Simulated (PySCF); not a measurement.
Bi(H)(OH)2 (BiH₃O₂), SMILES [OH][BiH][OH].

Coordinates come from a PBE-D3(BJ)/def2-TZVP optimisation. The def2 effective core potentials stand for the cores of Bi; spin–orbit coupling is left out. The values are those of a single conformer.

Calculation: IEF-PCM-ωB97X/def2-SVP run with PySCF.

The values are the electrostatic part of the solvation free energy, E(continuum) − E(gas) at the gas-phase geometry, in a cavity of scaled van der Waals radii (PySCF's table); cavitation and dispersion terms are not included. A continuum can't describe solvent molecules that bind to the metal. In vacuum the orbital gap is 11.62 eV. The dipole moment in vacuum is 2.56 D.

```json
[
 {"solvent": "water", "ε": "78.36", "ΔG(elec) (kcal/mol)": "-10.3", "dipole (D)": "3.29", "gap (eV)": "11.62"},
 {"solvent": "cyclohexanone", "ε": "15.62", "ΔG(elec) (kcal/mol)": "-9.4", "dipole (D)": "3.22", "gap (eV)": "11.62"},
 {"solvent": "diethylether", "ε": "4.24", "ΔG(elec) (kcal/mol)": "-6.9", "dipole (D)": "3.03", "gap (eV)": "11.63"}
]
```
